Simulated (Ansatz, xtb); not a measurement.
**Isomers of C3H5BClF in order of energy**

4 gas-phase structures of C3H5BClF, from a drawn sample of its isomers (lower ones may exist). Each was relaxed with GFN2-xTB; where two conformers were screened, the lower at r2SCAN-D4/def2-SVP//GFN2-xTB is listed:

A. `B[C@@H]1[C@H](F)[C@@H]1Cl`, a singlet
B. `BC/C(F)=C\Cl`, a singlet
C. `B[C@@H]1C[C@]1(F)Cl`, a singlet
D. `CB/C=C(/F)Cl`, a singlet

Q: Estimate their order in r2SCAN-D4/def2-SVP//GFN2-xTB energy at these geometries, lowest first.

A: Calculated order at r2SCAN-D4/def2-SVP//GFN2-xTB: D (0.0), B (19.7), C (23.4), A (27.4) kcal/mol.

Energies above the lowest of each column, in kcal/mol; the last columns are at r2SCAN-D4/def2-SVP geometries and were run for some of them only (a dash: not run or not comparable):

```csv
structure,GFN2-xTB,HF/STO-3G,r2SCAN-D4/def2-SVP//GFN2-xTB,r2SCAN-D4/def2-SVP,CCSD(T)/def2-SVP + ΔMP2/def2-TZVPP
D,0.0,0.0,0.0,0.0,0.0
B,0.4,15.8,19.7,19.8,16.7
C,0.1,12.8,23.4,23.5,22.6
A,4.2,16.5,27.4,–,–
```

Every level run on D puts it lowest or level with the lowest. Flexible structures stand in one conformer each, not always the lowest. Frequencies (GFN2-xTB) were run for B, C, D alone. ΔMP2 is the change of the MP2 energy from the smaller to the larger basis.

Over these structures GFN2-xTB departs from r2SCAN-D4/def2-SVP//GFN2-xTB by 8.2 kcal/mol on average once a common shift is removed. A GFN2-xTB relaxation took about 0.17 s and the r2SCAN-D4/def2-SVP//GFN2-xTB energy about 1.8 s on a shared host (Ansatz 0.2.0, xtb 6.7.1).
